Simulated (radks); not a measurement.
Values are calculated unless marked as measured or tabulated.
Fractional charge and spin in the 3p shell of manganese: the spin-up occupation runs from 2 to 3 and the spin-down occupation from 2 to 3; the fullest corner is Mn2+, [Ne] 3s2 3d(up 2.5, down 2.5) 3p(up 3, down 3). Code: a radial shooting solver on a logarithmic mesh with Libxc functionals. Model: non-relativistic Kohn-Sham, PBE, spin-polarised, spherical densities, point nucleus. Energy (eV) above the fullest corner. The planes named below are the two flat planes that join the four corners, with an edge along up + down = one added electron.

| down \ up | 2 | 2.25 | 2.5 | 2.75 | 3 |
|---|---|---|---|---|---|
| 2 | 182.616 | 155.290 | 129.253 | 104.480 | 80.945 |
| 2.25 | 155.290 | 129.347 | 104.666 | 81.220 | 58.985 |
| 2.5 | 129.253 | 104.666 | 81.312 | 59.165 | 38.196 |
| 2.75 | 104.480 | 81.220 | 59.165 | 38.285 | 18.546 |
| 3 | 80.945 | 58.985 | 38.196 | 18.546 | 0.000 |

Corners above the fullest one (they belong to Mn3+ and the next ion): (up 3, down 2) 80.945 eV, (up 2, down 3) 80.945 eV, (up 2, down 2) 182.62 eV. With half an added electron in each spin the energy lies 0.367 eV from the planes, and with half an added electron in spin up alone -2.528 eV. The planes are only a guide here: the flat-plane condition holds for ground states with one frontier orbital, while this shell lies below other occupied shells, so the corners above the fullest one are inner-hole states and not the ground states of those ions.
